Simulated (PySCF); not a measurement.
C2Cl4 (SMILES ClC(Cl)=C(Cl)Cl), singlet, geometry from GFN2-xTB; PySCF with DF-O3LYP/def2-SV(P).

Input for PySCF:
```python
from pyscf import gto, scf, dft

mol = gto.Mole()
mol.atom = '''
    C     0.003052    0.002625    0.669260
    C    -0.003052   -0.002625   -0.669260
    Cl    0.002984    1.458141    1.570610
    Cl    0.011395   -1.445778    1.581959
    Cl   -0.002984   -1.458141   -1.570610
    Cl   -0.011395    1.445778   -1.581959
'''
mol.basis = 'def2-sv(p)'
mol.charge = 0
mol.spin = 0
mol.verbose = 3
mol.build()

mf = dft.RKS(mol)
mf.xc = 'o3lyp'
mf = mf.density_fit(auxbasis='def2-universal-jkfit')
mf.kernel()
mf.analyze()
```

The log (banner, timings and long lists left out):

```
converged SCF energy = -1916.2898364709
**** MO energy ****
MO #1   energy= -101.136126199975  occ= 2
MO #2   energy= -101.136114673392  occ= 2
MO #3   energy= -101.136081977491  occ= 2
MO #4   energy= -101.136024797883  occ= 2
MO #5   energy= -10.1895354110005  occ= 2
MO #6   energy= -10.1888608663421  occ= 2
MO #7   energy= -9.39910943628383  occ= 2
MO #8   energy= -9.39909869934115  occ= 2
MO #9   energy= -9.39907948833082  occ= 2
MO #10  energy= -9.3990540776031   occ= 2
MO #11  energy= -7.18894085510892  occ= 2
MO #12  energy= -7.18893462657252  occ= 2
MO #13  energy= -7.18893104871577  occ= 2
MO #14  energy= -7.18891577569619  occ= 2
MO #15  energy= -7.1771523823131   occ= 2
MO #16  energy= -7.17715161555091  occ= 2
MO #17  energy= -7.1771455022738   occ= 2
MO #18  energy= -7.17714339236929  occ= 2
MO #19  energy= -7.17671584226544  occ= 2
MO #20  energy= -7.17670447763249  occ= 2
MO #21  energy= -7.17669126805281  occ= 2
MO #22  energy= -7.17668277284481  occ= 2
MO #23  energy= -0.932860907883455 occ= 2
MO #24  energy= -0.879605281904461 occ= 2
MO #25  energy= -0.838955246127177 occ= 2
MO #26  energy= -0.814185996668853 occ= 2
MO #27  energy= -0.702361346034636 occ= 2
MO #28  energy= -0.544573840354958 occ= 2
MO #29  energy= -0.494693231091507 occ= 2
MO #30  energy= -0.494231747457127 occ= 2
MO #31  energy= -0.433792994698346 occ= 2
MO #32  energy= -0.42655762958106  occ= 2
MO #33  energy= -0.365704140772712 occ= 2
MO #34  energy= -0.344017002594362 occ= 2
MO #35  energy= -0.332492347088104 occ= 2
MO #36  energy= -0.330643195518304 occ= 2
MO #37  energy= -0.326555691367953 occ= 2
MO #38  energy= -0.319736414820883 occ= 2
MO #39  energy= -0.29124705976557  occ= 2
MO #40  energy= -0.237166194104155 occ= 2
MO #41  energy= -0.0418295277901688 occ= 0
MO #42  energy= -0.0134461932206906 occ= 0
MO #43  energy= 0.00407444828963266 occ= 0
MO #44  energy= 0.00989460493046757 occ= 0
MO #45  energy= 0.161546190536252  occ= 0
MO #46  energy= 0.249829054646338  occ= 0
MO #47  energy= 0.282019574069947  occ= 0
MO #48  energy= 0.377941602958922  occ= 0
 ** Mulliken atomic charges  **
charge of    0C =     -0.02325
charge of    1C =     -0.02325
charge of    2Cl =      0.01163
charge of    3Cl =      0.01162
charge of    4Cl =      0.01163
charge of    5Cl =      0.01162
Dipole moment(X, Y, Z, Debye):  0.00000,  0.00000,  0.00000
```
